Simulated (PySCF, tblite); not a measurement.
Species: C5H12O2Si.
Z-matrix (Å and degrees, GFN2-xTB geometry), rows numbered from 1:
```
C 
C   1  1.3268
C   2  1.5110  1  123.34
O   3  1.4067  2  111.15  1  -134.02
O   2  1.3405  1  121.62  3  -179.75
Si  5  1.6367  2  133.76  1   166.06
C   6  1.9081  5  112.78  2   -81.04
C   7  1.5264  6  112.98  5   -37.08
H   1  1.0744  2  121.02  3  -179.33
H   1  1.0734  2  121.27  3    -0.64
H   3  1.0959  2  110.40  1    -9.56
H   3  1.0943  2  108.96  1   110.25
H   4  0.9637  3  108.72  2    62.96
H   6  1.4599  5  114.98  2    48.00
H   6  1.4636  5   95.74  2   164.87
H   7  1.0905  6  107.77  5  -157.25
H   7  1.0908  6  111.72  5    86.69
H   8  1.0889  7  110.98  6    60.15
H   8  1.0875  7  110.41  6   -59.28
H   8  1.0897  7  111.06  6  -179.40
```

Level of theory: PBE0/pcSseg-1 in PySCF (dipole) on a GFN2-xTB geometry, gas phase.

Masses are those of the commonest isotopes; rigid-rotor values at the optimised geometry. The values belong to one conformer with, in the numbering `[CH2:1]=[C:2]([CH2:3][OH:4])[O:5][SiH2:6][CH2:7][CH3:8]`, C1–C2–C3–O4 -134°, C2–C3–O4–H 63°, C1–C2–O5–Si6 166°, C2–O5–Si6–C7 -81°, O5–Si6–C7–C8 -37°.

**Question.** Give the principal moments of inertia and the rotational constants in cm⁻¹.

**Answer.** Ia = 216.09, Ib = 432.51, Ic = 473.33 u·Å²; 505379 MHz·u·Å²/I gives 2339, 1168 and 1068 MHz, that is A = 0.07801, B = 0.03898, C = 0.03562 cm⁻¹.

**Question.** What kind of rotor is it?

**Answer.** An asymmetric top; Ray's κ = -0.841.

**Question.** What does the inertial defect say?

**Answer.** Not planar: Δ = Ic − Ia − Ib = -175.27 u·Å². For a rigid frame Δ = −2 Σ m c², so Σ m c² = 87.64 u·Å² lies off the ab plane: 19.84 from hydrogen and 67.79 from heavier atoms. The atom farthest from that plane is 2.07 Å away.

**Question.** Give the coordinates in the principal-axis frame, origin at the centre of mass.

**Answer.** The sense of each axis is arbitrary; atoms in the order of the calculation.
| atom | mass (u) | a (Å) | b (Å) | c (Å) |
| --- | --- | --- | --- | --- |
| C1 | 12.000 | 2.296 | 1.465 | -0.389 |
| C2 | 12.000 | 1.506 | 0.483 | 0.026 |
| C3 | 12.000 | 1.808 | -0.979 | -0.204 |
| O4 | 15.995 | 0.671 | -1.666 | -0.667 |
| O5 | 15.995 | 0.365 | 0.731 | 0.683 |
| Si6 | 27.977 | -0.941 | -0.179 | 1.066 |
| C7 | 12.000 | -2.177 | -0.343 | -0.379 |
| C8 | 12.000 | -2.303 | 0.936 | -1.203 |
| H9 | 1.008 | 2.051 | 2.493 | -0.196 |
| H10 | 1.008 | 3.212 | 1.261 | -0.910 |
| H11 | 1.008 | 2.655 | -1.091 | -0.890 |
| H12 | 1.008 | 2.059 | -1.445 | 0.754 |
| H13 | 1.008 | 0.415 | -1.300 | -1.521 |
| H14 | 1.008 | -0.635 | -1.481 | 1.652 |
| H15 | 1.008 | -1.475 | 0.746 | 2.067 |
| H16 | 1.008 | -3.152 | -0.585 | 0.044 |
| H17 | 1.008 | -1.920 | -1.173 | -1.038 |
| H18 | 1.008 | -1.345 | 1.214 | -1.639 |
| H19 | 1.008 | -2.633 | 1.760 | -0.576 |
| H20 | 1.008 | -3.022 | 0.811 | -2.012 |

**Question.** Where do the levels up to J = 2 lie, in MHz?

**Answer.** Above 0(0,0):
J = 1: 1(0,1) 2236, 1(1,1) 3406, 1(1,0) 3507
J = 2: 2(0,2) 6702, 2(1,2) 7778, 2(1,1) 8080, 2(2,1) 11591, 2(2,0) 11597

**Question.** Which lines would a microwave search look for?

**Answer.** The dipole components are |μa| = 0.52 D, |μb| = 0.55 D, |μc| = 1.70 D. Intensities carry the squares of the components, which stand as 0.09 : 0.10 : 1.00 (a : b : c). Some lines, for components of 0.1 D or more:

```csv
type,branch,"J(Ka,Kc)",MHz,lower level (cm⁻¹)
a,Q,"2(1,1) ← 2(1,2)",302,0.259
c,Q,"1(1,1) ← 1(0,1)",1170,0.075
b,Q,"1(1,0) ← 1(0,1)",1271,0.075
b,Q,"3(1,2) ← 3(0,3)",1550,0.447
c,Q,"3(2,2) ← 3(1,2)",3364,0.498
b,R,"1(1,1) ← 0(0,0)",3406,0.000
a,R,"2(1,2) ← 1(1,1)",4372,0.114
a,R,"2(0,2) ← 1(0,1)",4466,0.075
b,Q,"3(3,0) ← 3(2,1)",6076,0.611
a,R,"3(1,2) ← 2(1,1)",6856,0.270
b,R,"3(1,3) ← 2(0,2)",7629,0.224
b,R,"2(2,1) ← 1(1,0)",8084,0.117
b,R,"2(2,0) ← 1(1,1)",8191,0.114
c,R,"3(2,2) ← 2(1,2)",10522,0.259
```

**Question.** Estimate the classical rotational partition function at 50 K, 298.15 K and 500 K.

**Answer.** Point group C1, symmetry number σ = 1; q = (√π/σ)·√((kT/h)³/(ABC)), k/h = 20836.6 MHz/K: 34900 at 50 K, 508000 at 298.15 K, 1100000 at 500 K.

Its GFN2-xTB frequencies are all real (lowest 30 cm⁻¹). No vibrational averaging or centrifugal distortion is included, and the geometry carries the error of its method. A rigid rotor knows nothing of internal rotation, which can split or shift real lines.
